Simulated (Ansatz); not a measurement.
C2H4BNS can be A, `B1C=NCS1`, or B, `C=C1SB1N`.

Gas-phase electronic energies from Ansatz, PBE0-D4/def2-TZVP geometries. CCSD(T)/CBS is the MP2 limit (def2-TZVPP, def2-QZVPP) plus CCSD(T) − MP2 in def2-TZVPP, frozen cores. Functionals use def2-TZVPP. B3LYP here is the variant with VWN-RPA as its local correlation; programs differ in this. Each species was taken in one conformer, which may not be the lowest.

Problem. Which is lower in electronic energy at CCSD(T)/CBS, and by how much? (Best estimate.)

Solution. Computed: B, by 7.5 kcal/mol.

Problem. Give E(B) − E(A) in kcal/mol with LDA (SPW92), CCSD(T)/def2-SVP, ωB97M-V, MP2/def2-TZVPP, CCSD(T)/def2-TZVPP, B3LYP, BLYP-D4. (Estimate.)

Solution. The calculation gave: LDA (SPW92) -9.0, CCSD(T)/def2-SVP -5.6, ωB97M-V -8.5, MP2/def2-TZVPP -8.6, CCSD(T)/def2-TZVPP -6.5, B3LYP -10.8, BLYP-D4 -9.9. None reverses the order clearly.

Problem. Does the order hold for the free energy at 298.15 K (harmonic terms from PBE0-D4)? (Estimate.)

Solution. Ansatz gave: Yes: G(B) − G(A) = -8.1 kcal/mol, for one conformer each.

Largest T1 diagnostic: 0.017.

The D4 term adds +0.9 kcal/mol with B3LYP and +0.4 kcal/mol with PBE0; it sums over pairs of atoms, weighted by their polarisabilities, and B3LYP, whose exchange is more repulsive, gets the larger term. From BLYP to BHLYP (50 % exact exchange), in def2-TZVPP and without D4, E(B) − E(A) moves by +2.1 kcal/mol.
